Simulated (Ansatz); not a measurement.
Compare A (`B[SiH2][AsH]C`) with its isomer B (`B[AsH]C[SiH3]`).

Program: Ansatz. Geometries: PBE0-D4/def2-TZVP. ΔE: electronic, gas phase. CCSD(T)/CBS adds triple-zeta CCSD(T) − MP2 to the extrapolated MP2 energy (def2 sets, frozen cores). Functionals use def2-TZVPP. B3LYP here is the variant with VWN-RPA as its local correlation; programs differ in this. For As outer-core shells are correlated without core-valence functions, which leaves a few kJ/mol of doubt a bond. Scalar relativity is left out up to krypton. One conformer a species, not always the lowest.

A:

Z-matrix (Å, degrees):
```
Si
As 1 2.393
B 1 1.989 2 101.7
H 1 1.490 2 109.5 3 121.7
H 1 1.489 2 106.6 3 -120.4
C 2 1.980 1 96.6 3 -74.7
H 2 1.525 1 90.7 3 -170.7
H 3 1.196 1 121.1 2 86.0
H 3 1.196 1 120.9 2 -87.5
H 6 1.089 2 112.5 1 -42.9
H 6 1.090 2 108.2 1 -164.1
H 6 1.090 2 108.5 1 78.3
```

B:

Z-matrix (Å, degrees):
```
C
As 1 1.971
Si 1 1.868 2 111.9
H 1 1.091 2 108.3 3 124.3
H 1 1.093 2 105.9 3 -120.6
B 2 1.972 1 104.6 3 61.0
H 2 1.515 1 100.9 3 -43.2
H 3 1.488 1 108.9 2 -60.6
H 3 1.491 1 112.2 2 178.7
H 3 1.487 1 109.7 2 58.1
H 6 1.195 2 119.3 1 39.7
H 6 1.193 2 119.4 1 -150.6
```

Question: Which is lower in electronic energy at CCSD(T)/CBS, and by how much? (An estimate is asked.)

Answer: Computed: B, by 4.2 kcal/mol.

Question: Give E(B) − E(A) in kcal/mol with CCSD/def2-TZVPP, B2PLYP, CCSD(T)/def2-TZVPP, B3LYP-D4, B3LYP, ωB97M-V, MP2/def2-TZVPP. (Estimate.)

Answer: The calculation gave: CCSD/def2-TZVPP -4.0, B2PLYP -3.5, CCSD(T)/def2-TZVPP -4.2, B3LYP-D4 -2.4, B3LYP -1.9, ωB97M-V -3.9, MP2/def2-TZVPP -5.6. None reverses the order clearly.

Largest T1 diagnostic: 0.014.

In def2-TZVPP, CCSD(T) changes the Hartree–Fock value by −1.1 kcal/mol (the triples alone add −0.3 kcal/mol) and MP2 by −2.5 kcal/mol.
